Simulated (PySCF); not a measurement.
# Sulfur: a sound run and one with changed settings

Sound run: S²⁺ [Ne] 3s2 3p2, S³⁺ [Ne] 3s2 3p1. Computed with PySCF 2.14 in cc-pV(D+d)Z (4s3p2d, 23 functions), with the non-relativistic Hamiltonian (point nucleus). The sound run starts from symmetry-adapted Hartree-Fock orbitals and uses a fine grid where one is needed.

A second run was set up differently.

```json
{"species": "S²⁺", "method": "UHF", "sound run (hartree)": "-396.32304", "changed run (hartree)": "-396.32304", "converged": "yes"}
{"species": "S²⁺", "method": "M06-2X", "sound run (hartree)": "-396.85031", "changed run (hartree)": "-396.85207", "converged": "yes"}
{"species": "S²⁺", "method": "B3LYP", "sound run (hartree)": "-396.88398", "changed run (hartree)": "-396.88404", "converged": "yes"}
{"species": "S³⁺", "method": "UHF", "sound run (hartree)": "-395.06882", "changed run (hartree)": "-395.06882", "converged": "yes"}
{"species": "S³⁺", "method": "M06-2X", "sound run (hartree)": "-395.57752", "changed run (hartree)": "-395.57908", "converged": "yes"}
{"species": "S³⁺", "method": "B3LYP", "sound run (hartree)": "-395.60369", "changed run (hartree)": "-395.60377", "converged": "yes"}
```

Ionisation energy of S²⁺:

```json
{"method": "UHF", "sound run (eV)": "34.129", "changed run (eV)": "34.129"}
{"method": "M06-2X", "sound run (eV)": "34.634", "changed run (eV)": "34.640"}
{"method": "B3LYP", "sound run (eV)": "34.839", "changed run (eV)": "34.838"}
```

(1) What was changed?
A. minimal basis
B. basis contracted for another Hamiltonian
C. all electrons correlated in a valence basis
D. angular grid far too coarse

Results:

(1) D. It used 26 angular points. A coarse angular grid integrates products of high-l functions wrongly, so density functionals can shift, and the SCF can exploit the error; Hartree-Fock and MP2 need no grid.
